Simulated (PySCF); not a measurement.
Working out the ionisation energy of Mn

Mn [Ar] 3d5 4s2 (6S) → Mn⁺ [Ar] 3d5 4s1 (7S). All numbers are calculated (PySCF 2.14, no relativity, point nucleus, in cc-pVTZ (7s6p4d2f1g, 68 functions)). Frozen: [Ar]. Energies in hartree (1 hartree = 27.21139 eV):

```json
{"part": "UHF", "Mn (lower)": "-1149.868666", "Mn⁺ (upper)": "-1149.649165"}
{"part": "MP2 opposite-spin", "Mn (lower)": "-0.034920", "Mn⁺ (upper)": "0.000000"}
{"part": "MP2 same-spin", "Mn (lower)": "-0.083857", "Mn⁺ (upper)": "-0.084806"}
```

Q: What does Hartree-Fock give?

A: (-1149.649165) − (-1149.868666) = 0.219501 hartree = 5.973 eV.

Q: What do MP2 and SCS-MP2 (6/5 opposite-spin, 1/3 same-spin) give?

A: The opposite-spin parts differ by 0.950 eV and the same-spin parts by -0.026 eV. MP2: 5.973 + (0.950) + (-0.026) = 6.897 eV. SCS-MP2: 5.973 + 1.2 × (0.950) + (-0.026)/3 = 7.104 eV.

Measured between the centres of the two terms (NIST): 7.434 eV, so MP2 (valence) is off by -0.537 eV.

The calculation is non-relativistic.

What remains against the reference includes basis incompleteness, the frozen core and correlation beyond second order.
